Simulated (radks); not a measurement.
The numbers below are computed, except where a source is named.
The dysprosium ion Dy4+, 62 electrons, occupied as [Kr] 4d10 4f8 5s2 5p4 6p2 (not the ground configuration).

Level of theory: Dirac Kohn-Sham, LDA (Slater exchange, VWN5 correlation), spin-unpolarised, spherical densities, point nucleus; open shells fill j = l - 1/2 first (a radial shooting solver on a logarithmic mesh with Libxc functionals).

Energy parts (eV):
| part | energy |
|---|---|
| total | -330725.62 |
| kinetic | 362803.18 |
| electron-nucleus | -811725.25 |
| Hartree | 125103.76 |
| exchange-correlation | -6907.32 |

Orbitals (lengths in bohr, moments of r in powers of bohr; r(max) is where P^2 peaks):
| orbital | occ. | eigenvalue (eV) | <r^4> | <r^2> | r(max) | small-component weight |
|---|---|---|---|---|---|---|
| 1s1/2 | 2 | -53621.56 | 9.937e-07 | 0.0006101 | 0.01338 | 6.07e-02 |
| 2s1/2 | 2 | -8983.054 | 0.0001556 | 0.009472 | 0.07626 | 1.35e-02 |
| 2p1/2 | 2 | -8549.340 | 0.00009569 | 0.006851 | 0.05741 | 1.35e-02 |
| 2p3/2 | 4 | -7750.075 | 0.0001280 | 0.008078 | 0.06344 | 1.25e-02 |
| 3s1/2 | 2 | -2053.460 | 0.005983 | 0.06290 | 0.2159 | 4.30e-03 |
| 3p1/2 | 2 | -1863.953 | 0.005398 | 0.05836 | 0.2032 | 4.25e-03 |
| 3p3/2 | 4 | -1698.066 | 0.006709 | 0.06533 | 0.2159 | 3.95e-03 |
| 3d3/2 | 4 | -1371.306 | 0.004780 | 0.05177 | 0.1708 | 3.83e-03 |
| 3d5/2 | 6 | -1335.058 | 0.005112 | 0.05370 | 0.1743 | 3.75e-03 |
| 4s1/2 | 2 | -460.6720 | 0.1453 | 0.3160 | 0.4941 | 1.39e-03 |
| 4p1/2 | 2 | -385.8556 | 0.1634 | 0.3306 | 0.4970 | 1.31e-03 |
| 4p3/2 | 4 | -348.3050 | 0.2029 | 0.3686 | 0.5240 | 1.20e-03 |
| 4d3/2 | 4 | -224.7368 | 0.2792 | 0.4156 | 0.5283 | 1.03e-03 |
| 4d5/2 | 6 | -217.8776 | 0.2990 | 0.4301 | 0.5370 | 1.00e-03 |
| 4f5/2 | 6 | -69.3512 | 1.047 | 0.6859 | 0.5244 | 6.53e-04 |
| 4f7/2 | 2 | -68.3147 | 1.094 | 0.7008 | 0.5291 | 6.42e-04 |
| 5s1/2 | 2 | -107.3368 | 4.013 | 1.672 | 1.123 | 3.31e-04 |
| 5p1/2 | 2 | -84.8973 | 5.795 | 1.989 | 1.203 | 2.80e-04 |
| 5p3/2 | 2 | -78.6701 | 7.159 | 2.213 | 1.271 | 2.55e-04 |
| 6p1/2 | 2 | -31.7943 | 124.4 | 9.499 | 2.779 | 7.64e-05 |
| 6p3/2 | 0 | -30.3673 | 145.1 | 10.28 | 2.904 | 7.21e-05 |

The highest occupied level is 6p1/2 at -31.794 eV. The density falls to 0.001 e/bohr^3 at r = 4.33 bohr. Summed over all electrons, <r^2> = 44.37 bohr^2, which gives a Langevin (diamagnetic) susceptibility term of -35.1 x 10^-6 cm^3/mol.
